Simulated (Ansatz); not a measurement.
Reaction (ligand exchange at a Ga–C bond): `C=[C](F)[GaH2]` + `N=CO` → `O/C=[N]/[GaH2]` + `C=CF`

Isolated molecules relaxed with PBE0-D4/def2-TZVP in Ansatz; ΔE leaves out vibrations. CCSD(T)/CBS is the MP2 limit (def2-TZVPP, def2-QZVPP) plus CCSD(T) − MP2 in def2-TZVPP, frozen cores. This one scheme is used for every species. Functionals use def2-TZVPP. HSE06 is defined as in plane-wave codes. For Ga outer-core shells are correlated without core-valence functions, which leaves a few kJ/mol of doubt a bond. Scalar relativity is left out up to krypton. Each species was taken in one conformer, which may not be the lowest.

```csv
level,ΔE (kJ/mol)
LDA (SPW92),-44.2
r2SCAN-D4,-43.5
BHLYP-D4,-43.4
PBE,-40.7
HSE06,-40.4
BHLYP,-44.6
HF/def2-SVP,-51.4
HF/def2-QZVPP,-45.8
```

(1) What does CCSD(T)/CBS give? (Best estimate.)

(2) What do rigid-rotor, harmonic-oscillator terms from PBE0-D4/def2-TZVP frequencies (298.15 K, 1 bar) make of the CCSD(T)/CBS value? (Estimate.)

Largest T1 diagnostic among the species: 0.016.

Results:

(1) Ansatz gave: -39.8 kJ/mol. The listed levels differ from it by -4.4, -3.7, -3.6, -0.9, -0.6, -4.8, -11.6, -6.0 kJ/mol.

(2) Computed: ΔZPE = -0.6 kJ/mol, ΔH = -39.8 kJ/mol, ΔS = 6 J/(mol·K), ΔG = -41.6 kJ/mol.

Leaving LDA and LC-ωPBE aside and taking each functional with its dispersion term where it has one, the values, not all of them listed here, spread over 7.3 kJ/mol, from B2PLYP to ωB97M-V. LDA lies −3.4 kJ/mol from PBE without D4. At CCSD(T), def2-SVP lies −10.3 kJ/mol from the extrapolated value and def2-TZVPP −1.5 kJ/mol.
